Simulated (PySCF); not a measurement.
H₃O₃Zr, SMILES [OH][Zr+]([OH])[OH], charge +1, multiplicity 1.

Geometry: PBE-D3(BJ)/def2-SVP. The multiplicity is an assumed one; other spin states were not compared. The isomer is the one that the SMILES or the coordinates give; other isomers of the formula were not compared. The def2 effective core potentials stand for the cores of Zr; spin–orbit coupling is left out. The values are those of a single conformer.

Method: PBE-D3(BJ)/def2-SVP (PySCF 2.14.0).

Frequencies are harmonic and unscaled.

Modes within 1.5 cm⁻¹ of each other (mostly degenerate sets) share a row, with their intensities summed.

| mode | ν (cm⁻¹) | IR (km/mol) | moving atoms (share of kinetic energy) |
|---|---|---|---|
| 1 | 131 | 0.0 | O 53 %, Zr 27 %, H 20 % |
| 2–3 | 185 | 1.1 | O 75 %, H 15 %, Zr 10 % |
| 4 | 276 | 0.0 | H 88 %, O 12 % |
| 5–6 | 389 | 721.5 | H 84 %, O 16 % |
| 7–8 | 499 | 50.7 | H 87 %, O 13 % |
| 9 | 556 | 400.6 | H 77 %, O 21 % |
| 10–12 | 780 | 348.0 | O 86 % |
| 13–14 | 3763 | 1222.6 | H 94 % |
| 15 | 3776 | 210.9 | H 94 % |
